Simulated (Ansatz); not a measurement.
Born–Oppenheimer molecular dynamics of F₂H₂OSn (6 atoms, charge 0, multiplicity 1). It starts at the highest image of a converged band. Of that band: Neighbouring images differ by up to 2.8 eV, so the band resolves the path poorly. A vibrational analysis at the climbing image gives one clearly imaginary mode, 1219i cm⁻¹: a first-order saddle point.

These are results of Ansatz, RKS PBE0-D4/def2-SVP, not measurements.

```
ensemble                      : NVE (velocity Verlet)
time step                     : 0.5 fs
steps asked                   : 200
starting velocities drawn for : 100 K
seed                          : 7468
```

First frame:

```xyz
6
Properties=species:S:1:pos:R:3
O 0.104 1.085 -0.752
Sn 0.229 -0.432 0.669
F 1.656 -1.635 0.181
F -1.308 -1.561 0.351
H -0.655 1.175 -1.351
H 0.015 1.304 0.856
```

(1) What does the run give?

(2) What happens to the structure?

(3) How do temperature and energy run in time?

Answers

(1) The run went to its last step.

```yaml
steps_done: 200
time_covered: 100 fs
mean_temperature_over_the_second_half: 1817 K
spread_of_the_potential_energy_over_the_second_half: 75.0 meV per atom
mean_potential_energy_of_the_second_half_above_the_start: -148.0 meV per atom
```

The conserved energy stayed within 0.17 meV per atom of its start (net change -0.1 meV per atom), so the integration is sound. The system heated up, since it started high on the potential surface and ran downhill. A run of 0.1 ps of so small a system gives no equilibrium averages. The orbitals stay closed-shell, which can raise the energy where a bond breaks towards radicals; this wasn't checked here.

(2) The step under study would form O1–H6 and break Sn2–H6. These pairs go: O1–H6 1.63 → 3.27 Å, Sn2–H6 1.76 → 1.76 Å. In the last frame they stand as before the step (other bonds may differ from the relaxed reactants and products). It ends as one piece, F2H2OSn. Pairs count as bonded within 1.25 times the sum of covalent radii (0.12 Å more for H–H). The details hang on the random start.

(3) 
| time (fs) | T (K) | potential energy less start (eV) | conserved less start (meV/atom) |
| --- | --- | --- | --- |
| 0.0 | 100 | 0.000 | 0.00 |
| 3.0 | 68 | 0.017 | 0.02 |
| 6.0 | 57 | 0.022 | 0.02 |
| 9.0 | 74 | 0.014 | 0.00 |
| 12.0 | 57 | 0.023 | 0.02 |
| 15.0 | 107 | -0.003 | 0.04 |
| 18.0 | 328 | -0.117 | 0.05 |
| 21.0 | 812 | -0.368 | 0.08 |
| 24.0 | 1726 | -0.841 | -0.01 |
| 27.0 | 2627 | -1.308 | -0.16 |
| 30.0 | 2911 | -1.454 | -0.12 |
| 33.0 | 2850 | -1.422 | -0.08 |
| 36.0 | 2736 | -1.364 | -0.10 |
| 39.0 | 2388 | -1.184 | -0.16 |
| 42.0 | 1473 | -0.710 | -0.04 |
| 45.0 | 571 | -0.243 | 0.10 |
| 48.0 | 368 | -0.139 | 0.04 |
| 51.0 | 640 | -0.279 | 0.03 |
| 54.0 | 1273 | -0.606 | 0.01 |
| 57.0 | 2106 | -1.037 | -0.05 |
| 60.0 | 2811 | -1.402 | -0.09 |
| 63.0 | 3095 | -1.549 | -0.13 |
| 66.0 | 2825 | -1.410 | -0.09 |
| 69.0 | 2302 | -1.139 | -0.04 |
| 72.0 | 1874 | -0.917 | -0.05 |
| 75.0 | 1486 | -0.717 | -0.09 |
| 78.0 | 875 | -0.401 | -0.01 |
| 81.0 | 498 | -0.205 | 0.08 |
| 84.0 | 729 | -0.326 | -0.05 |
| 87.0 | 981 | -0.455 | 0.00 |
| 90.0 | 1410 | -0.677 | 0.02 |
| 93.0 | 2152 | -1.061 | -0.06 |
| 96.0 | 2812 | -1.403 | -0.11 |
| 99.0 | 3026 | -1.513 | -0.10 |

The run took 7.1 min on 1 thread of Intel(R) Xeon(R) Platinum 8559C (Emerald Rapids), with other jobs on the host, peak memory 0.26 GiB.
